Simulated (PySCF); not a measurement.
# Atomic charges by several schemes

Species: C6H12ClFO.
Atom-mapped SMILES: `[CH3:1][C@@H:2]([F:3])[CH2:4][CH2:5][C@@H:6]([Cl:7])[CH2:8][OH:9]` (hydrogens: H10, H11, H12 on C1; H13 on C2; H14, H15 on C4; H16, H17 on C5; H18 on C6; H19, H20 on C8; H21 on O9)

Structure used (PBE0-D3(BJ)/def2-SVP), in Å, numbered top down from 1:
```
atom  x, y, z in Å
C1    -3.389    0.221   -0.395
C2    -2.108   -0.155    0.310
F3    -2.101   -1.529    0.511
C4    -0.856    0.224   -0.453
C5     0.417   -0.202    0.258
C6     1.691    0.085   -0.503
Cl7    1.885    1.874   -0.765
C8     2.945   -0.411    0.195
O9     4.106   -0.170   -0.532
H10   -4.259   -0.116    0.186
H11   -3.456    1.311   -0.522
H12   -3.432   -0.249   -1.389
H13   -2.080    0.309    1.314
H14   -0.849    1.315   -0.612
H15   -0.901   -0.241   -1.453
H16    0.375   -1.290    0.437
H17    0.477    0.279    1.250
H18    1.653   -0.338   -1.519
H19    2.852   -1.503    0.317
H20    2.979    0.030    1.213
H21    4.119    0.776   -0.726
```

Density: PBE0/pcSseg-1 (PySCF); schemes: Mulliken, IAO, Hirshfeld and ESP-fitted. Isolated species at its PBE0-D3(BJ)/def2-SVP geometry (one conformer only).

Question: Give the atomic charges in each scheme.

Answer: In e; atoms taken as equivalent share a row and are averaged (×n: the atom named and its like, n in all):

| atom | environment | Mulliken | IAO | Hirshfeld | ESP-fitted |
| --- | --- | --- | --- | --- | --- |
| C1 | methyl carbon | -0.244 | -0.427 | -0.122 | -0.557 |
| C2 | sp3 C–F carbon | +0.104 | +0.194 | +0.070 | +0.474 |
| F3 | alkyl fluorine | -0.345 | -0.341 | -0.117 | -0.310 |
| C4 | chain CH2 carbon | -0.226 | -0.266 | -0.080 | -0.032 |
| C5 | chain CH2 carbon | -0.186 | -0.257 | -0.074 | -0.144 |
| C6 | sp3 C–Cl carbon | -0.330 | -0.087 | +0.011 | -0.091 |
| Cl7 | alkyl chlorine | -0.160 | -0.146 | -0.053 | -0.176 |
| C8 | carbinol carbon (C–OH) | +0.174 | -0.040 | -0.005 | +0.156 |
| O9 | alcohol oxygen | -0.441 | -0.542 | -0.230 | -0.587 |
| H10/H11/H12 | methyl hydrogen | +0.124 | +0.148 | +0.047 | +0.145 |
| H13 | methine hydrogen | +0.104 | +0.127 | +0.039 | -0.011 |
| H14 | methylene hydrogen | +0.141 | +0.145 | +0.034 | +0.020 |
| H15 | methylene hydrogen | +0.123 | +0.133 | +0.039 | +0.043 |
| H16 | methylene hydrogen | +0.150 | +0.152 | +0.044 | +0.069 |
| H17 | methylene hydrogen | +0.129 | +0.136 | +0.037 | +0.064 |
| H18 | methine hydrogen | +0.169 | +0.158 | +0.044 | +0.134 |
| H19 | methylene hydrogen | +0.128 | +0.152 | +0.053 | +0.104 |
| H20 | methylene hydrogen | +0.107 | +0.119 | +0.031 | +0.031 |
| H21 | hydroxyl hydrogen | +0.231 | +0.347 | +0.138 | +0.377 |

Mean size of the charges over all atoms: IAO 0.201 e, Mulliken 0.184 e, ESP-fitted 0.182 e, Hirshfeld 0.065 e. Each set sums to the total charge, 0, to within 0.001 e. The ESP scheme fits charges at the nuclei, held to the total charge, to the electrostatic potential on points at 1.4 to 2.0 times the van der Waals radii.

Lowest charge. All schemes agree: Mulliken O9 (-0.441); IAO O9 (-0.542); Hirshfeld O9 (-0.230); ESP-fitted O9 (-0.587).

Highest charge. The schemes don't all agree: Mulliken H21 (+0.231); IAO H21 (+0.347); Hirshfeld H21 (+0.138); ESP-fitted C2 (+0.474).

Question: How closely do the schemes follow one another over all atoms?

Answer: Correlation coefficient and root-mean-square difference: IAO with Hirshfeld 0.98, 0.154 e; Mulliken with IAO 0.92, 0.093 e; Hirshfeld with ESP-fitted 0.90, 0.180 e; IAO with ESP-fitted 0.89, 0.114 e; Mulliken with Hirshfeld 0.88, 0.139 e; Mulliken with ESP-fitted 0.82, 0.143 e.

Question: Sum the charges by element, for elements with more than one atom.

Answer: 
```csv
element,atoms,Mulliken,IAO,Hirshfeld,ESP-fitted
C,6,-0.709,-0.882,-0.200,-0.194
H,12,+1.654,+1.911,+0.600,+1.266
```

Question: How many electrons does the ESP-fitted scheme count on O9?

Answer: Z − q = 8 − (-0.587) ≈ 8.586.
